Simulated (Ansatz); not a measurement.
The cluster Cu2O. Total charge 0; quintet. Geometry r2SCAN-D4/def2-TZVP; atoms count from 1.

```xyz
3

Cu   -0.056    0.446   -1.282
Cu    0.325    0.361    1.269
O    -0.269   -0.806    0.013
```

At PBE0-D4/def2-TZVP a singlet of charge 0 lies 3.43 eV below the quintet, each at its own geometry. The structure comes from a short search, and lower isomers may exist.

(1) Estimate the Mulliken populations from the PBE0/def2-TZVP orbitals of Ansatz.

(2) Where does the spin sit?

(3) And the Mayer bond orders between heavy atoms (over 0.3)?

## Answers

(1) 
| atom | charge (e) | spin (α − β) | d electrons |
| --- | --- | --- | --- |
| Cu1 | 0.19 | 1.45 | 9.44 |
| Cu2 | 0.19 | 1.45 | 9.44 |
| O3 | -0.38 | 1.09 | – |
Mulliken values depend strongly on the basis.

(2) Summed by element: Cu 2.91, O 1.09, of 4 unpaired in all. Largest on single atoms: Cu1 1.45, Cu2 1.45, O3 1.09.

(3) Cu1–Cu2 0.34 (2.58 Å); Cu1–O3 0.77 (1.81 Å); Cu2–O3 0.77 (1.81 Å).
